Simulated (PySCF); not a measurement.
FGaH6Si2. Atoms are numbered in the order given.

```xyz
10

Ga    -0.1883    -0.1211     0.0210
F     -1.6761    -1.0681     0.1767
Si    -0.5082     1.8743    -1.3032
H      0.7925     2.3579    -1.8622
H     -1.0669     2.9526    -0.4270
H     -1.4619     1.6282    -2.4270
Si     1.6789    -1.1267     1.1782
H      2.6368    -0.0764     1.6453
H      2.4078    -2.0255     0.2274
H      1.2256    -1.9339     2.3508
```

Geometry: PBE0-D3(BJ)/def2-SVP.

The numbers are results of TDA-PBE/def2-SVPD run with PySCF, not measurements.

Vertical excitations. Isolated molecule, no solvent.

Computed UV-visible absorptions:
| state | energy (eV) | λ (nm) | f | main pairs |
|---|---|---|---|---|
| S1 | 3.72 | 334 | 0.000 | HOMO→LUMO 99 % |
| S2 | 5.35 | 232 | 0.004 | HOMO→LUMO+1 64 %, HOMO→LUMO+2 32 % |
| S3 | 5.62 | 221 | 0.016 | HOMO−1→LUMO 82 % |
| S4 | 5.70 | 218 | 0.002 | HOMO−2→LUMO 99 % |
| S5 | 5.78 | 214 | 0.232 | HOMO→LUMO+2 40 %, HOMO−4→LUMO 32 %, HOMO→LUMO+1 15 %, HOMO→LUMO+3 7 % |
| S6 | 5.97 | 208 | 0.103 | HOMO−4→LUMO 44 %, HOMO→LUMO+3 43 % |
| S7 | 6.00 | 207 | 0.006 | HOMO−3→LUMO 72 %, HOMO−6→LUMO 19 % |
| S8 | 6.05 | 205 | 0.012 | HOMO−5→LUMO 75 %, HOMO→LUMO+4 16 % |
| S9 | 6.07 | 204 | 0.000 | HOMO−6→LUMO 80 %, HOMO−3→LUMO 15 % |
| S10 | 6.42 | 193 | 0.004 | HOMO→LUMO+5 77 %, HOMO−7→LUMO 18 % |
| T1 | 3.19 | 389 | 0 | HOMO→LUMO 100 % |
| T2 | 4.81 | 258 | 0 | HOMO→LUMO+1 58 %, HOMO→LUMO+2 40 % |
| T3 | 4.85 | 256 | 0 | HOMO→LUMO+2 58 %, HOMO→LUMO+1 41 % |
| T4 | 5.03 | 247 | 0 | HOMO−1→LUMO 93 % |
Triplets are in the Tamm–Dancoff approximation.
